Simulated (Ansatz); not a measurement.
The same path of AlClH$_{4}$OS (8 atoms, charge 0, multiplicity 1) was run twice with different band settings. Lost on the way: Al1–Cl2, S6–H8. Made: Cl2–H8.

These are results of RKS B3LYP-D4/6-31G* (Ansatz), not measurements.

Relaxed end points:

```xyz
8
Properties=species:S:1:pos:R:3
Al -0.044 -0.020 0.111
Cl 0.111 -1.019 2.013
O 1.350 -0.078 -0.894
H 2.118 -0.591 -0.615
H -1.475 0.141 -0.523
S 0.196 2.409 0.976
H 1.285 2.219 1.749
H -0.658 2.338 2.018
```

```xyz
8
Properties=species:S:1:pos:R:3
Al 0.083 0.607 -0.132
Cl -0.524 -0.479 2.482
O 1.664 0.007 -0.404
H 1.809 -0.838 -0.846
H -1.229 0.031 -0.787
S 0.066 2.609 0.841
H 1.411 2.665 0.966
H -0.398 0.797 2.715
```

Common settings: movable images 7; climbing image yes; spring 5.0 eV/Å²; optimiser quadratic models (default); force threshold 0.03 eV/Å; end points relaxed.

| run | start path | iteration limit |
| --- | --- | --- |
| 1 | through a guess of the saddle point | 50 |
| 2 | straight line | 60 |

Problem. What does each run give, and how far can it be trusted?

Solution. Run 1: converged after 18 iterations, highest image 0.983 eV above the first end. A vibrational analysis at the climbing image gives one clearly imaginary mode, 276i cm⁻¹: a first-order saddle point.
Run 2: converged after 18 iterations, highest image 0.983 eV above the first end. Another band between the same ends (7 images) ends at a top of the same energy, where a vibrational analysis finds 1 clearly imaginary mode.
The orbitals stay closed-shell, which can raise the energy where a bond breaks towards radicals; this wasn't checked here.
